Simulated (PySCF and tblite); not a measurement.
The numbers below are computed, except where a source is named.
**C₈H₁₁FO, numbered as in [O:1]=[C:2]1[CH2:3][C@H:4]2[CH2:5][CH2:6][C@:7]1([CH2:8][F:9])[CH2:10]2: conformational analysis**

Level: PBE0-D3(BJ)/def2-SVP (IEF-PCM, cyclohexane)//GFN2-xTB, thermal terms from GFN2-xTB, symmetry numbers and mirror pairs counted. Conformers within 2.5 kcal/mol (GFN2-xTB free energy) were kept, 2 at most. GIAO shieldings: B97-2/pcSseg-1 (IEF-PCM, cyclohexane). Shifts are against TMS (¹H), TMS (¹³C) at the same level; of two unlike H on one atom, a is the less shielded. Programs: PySCF with density fitting and tblite.

Torsions listed: C6–C7–C8–F9. The 5-ring runs over atoms 2–3–4–10–7. The 5-ring runs over atoms 4–5–6–7–10.

```csv
conformer,shape,symmetry,E(GFN2) kcal/mol,E(DFT) kcal/mol,G(298.15 K) kcal/mol,weight %,dipole D
1,"5-ring envelope (ring torsions 38, -55, 52, -31, -4°); 5-ring envelope (ring torsions 2, 33, -54, 56, -37°); -57°",C1,0.00,0.00,0.00,71.4,2.85
2,"5-ring between envelope and twist (ring torsions 39, -56, 51, -29, -6°); 5-ring envelope (ring torsions 1, 34, -55, 56, -36°); -166°",C1,1.19,0.54,0.54,28.6,4.01
```

Weights (%) against temperature:

| T (K) | 1 | 2 | S(mix) cal/mol/K |
| --- | --- | --- | --- |
| 250 | 74.6 | 25.4 | 1.12 |
| 298.15 | 71.4 | 28.6 | 1.19 |
| 350 | 68.7 | 31.3 | 1.24 |

Averaged shifts at 298.15 K. ¹H: 5.08 (H8a, 1H), 4.95 (H8b, 1H), 2.49 (H4, 1H), 2.33 (H3a, 1H), 2.04 (H6a, 1H), 2.03 (H3b, 1H), 2.02 (H5a, 1H), 1.75 (H10a, 1H), 1.55 (H10b, 1H), 1.53 (H5b, 1H), 1.23 (H6b, 1H) ppm. ¹³C: 219.3 (C2), 85.5 (C8), 61.1 (C7), 48.5 (C3), 41.3 (C10), 37.8 (C4), 31.8 (C5), 28.5 (C6) ppm.

Coordinates of conformer 1 (Å):

```xyz
21

O     0.586    1.801   -1.764
C     0.097    1.174   -0.864
C    -1.309    1.289   -0.313
C    -1.363    0.146    0.703
C    -1.332   -1.176   -0.075
C     0.103   -1.220   -0.632
C     0.753    0.063   -0.061
C     2.267    0.081   -0.095
F     2.784   -0.997    0.584
C     0.047    0.193    1.293
H    -1.423    2.263    0.167
H    -2.053    1.221   -1.106
H    -2.184    0.224    1.413
H    -2.083   -1.198   -0.864
H    -1.520   -2.017    0.592
H     0.650   -2.091   -0.271
H     0.133   -1.228   -1.722
H     2.634    0.020   -1.125
H     2.663    0.980    0.387
H     0.267   -0.642    1.954
H     0.274    1.130    1.800
```

Coordinates of conformer 2 (Å):

```xyz
21

O     0.430    1.679   -1.890
C    -0.012    1.093   -0.942
C    -1.444    1.070   -0.450
C    -1.407   -0.028    0.614
C    -1.152   -1.365   -0.095
C     0.317   -1.250   -0.552
C     0.745    0.138   -0.024
C     2.242    0.365    0.041
F     2.525    1.474    0.802
C    -0.056    0.236    1.278
H    -1.686    2.042   -0.017
H    -2.142    0.885   -1.266
H    -2.273   -0.035    1.274
H    -1.833   -1.515   -0.931
H    -1.281   -2.197    0.598
H     0.938   -2.025   -0.103
H     0.425   -1.315   -1.635
H     2.759   -0.477    0.514
H     2.649    0.552   -0.958
H     0.227   -0.530    1.998
H     0.019    1.218    1.743
```

Shifts are unscaled: against experiment ¹³C can be off by 15 ppm or more and ¹H by 0.8 ppm. For its torsions the set is small; conformers may be missing.

Search and properties took 2 min on 1 thread of AMD EPYC 7B13, on a host shared with other jobs (rough), launched as `OMP_NUM_THREADS=1 python ens_run.py task.json out`.


Conformer gaps in def2-SVP on xTB geometries can be 2 kcal/mol too large for S=O, P=O and other polar bonds.